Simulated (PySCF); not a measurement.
# Computed properties of In(Br)(OH)(OMe) (CH4BrInO2), SMILES [In]([OH])([Br])[O]C

In(Br)(OH)(OMe) (CH4BrInO2), SMILES C[O][In]([OH])[Br]. Geometry: PBE0-D3(BJ)/def2-SVP. The structure was generated by enumeration; whether it is a known compound was not checked. The def2 effective core potentials stand for the cores of In; spin–orbit coupling is left out. One conformer was computed; it need not be the lowest. All values are computed for the isolated molecule unless a solvent is named; none is compared with measurement here.

**Structure.** The optimised structure has Cs symmetry. All 21 harmonic modes at PBE0-D3(BJ)/def2-SVP (PySCF) are real, so it is a minimum. With heavy atoms numbered as in [In:1]([Br:2])([OH:3])[O:5][CH3:6], the shortest bond between them is O5–C6 at 1.401 Å and the longest In1–Br2 at 2.466 Å.

**Vibrations.** The strongest infrared lines (harmonic, unscaled, degenerate partners summed) lie at 1142 cm⁻¹ (236 km/mol, O 50 %, C 43 %), 2995 cm⁻¹ (110 km/mol, H 97 %), 830 cm⁻¹ (100 km/mol, H 93 %). The softest mode is at 27 cm⁻¹ and the zero-point energy is 34.5 kcal/mol.

**Electronic structure.** HF/def2-TZVP (PySCF) places the frontier levels at -11.53 and 0.95 eV, a gap of 12.48 eV, and gives a dipole moment of 1.12 D and a mean polarisability of 65.6 bohr³. PBE/def2-TZVP (PySCF) at the same geometry gives -6.44 and -3.25 eV, so its gap is 9.29 eV narrower. An orbital gap is neither the optical nor the fundamental gap.

**Excitations.** TDDFT-ωB97X/def2-SVPD (PySCF) has S1 at 4.75 eV (261 nm, f = 0.001, dark); the most intense of the 10 singlets computed lies at 6.53 eV (f = 0.21). T1 (TDA) is at 4.43 eV. TDDFT-PBE/def2-SVPD (PySCF) puts S1 at 3.26 eV. No vertical singlet excitation falls in the visible range (under 3.1 eV).
